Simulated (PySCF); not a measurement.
FeCl4, SMILES [Fe-]([Cl])([Cl])([Cl])[Cl] (connectivity only; charge and spin as stated), charge -1, multiplicity 6.

Coordinates come from a B3LYP-D3(BJ)/def2-SVPD optimisation. The multiplicity is an assumed one; no other spin state was optimised. The isomer is the one that the SMILES or the coordinates give; other isomers of the formula were not compared.

All values below come from B3LYP-D3(BJ)/def2-SVPD run with PySCF.

Frequencies are harmonic and unscaled.

Modes within 1.5 cm⁻¹ of each other (mostly degenerate sets) share a row, with their intensities summed.

| mode | ν (cm⁻¹) | IR (km/mol) | moving atoms (share of kinetic energy) |
|---|---|---|---|
| 1–2 | 94 | 0.0 | Cl 100 % |
| 3–5 | 122 | 4.1 | Cl 77 %, Fe 23 % |
| 6 | 305 | 0.0 | Cl 100 % |
| 7–9 | 362 | 319.8 | Cl 51 %, Fe 49 % |
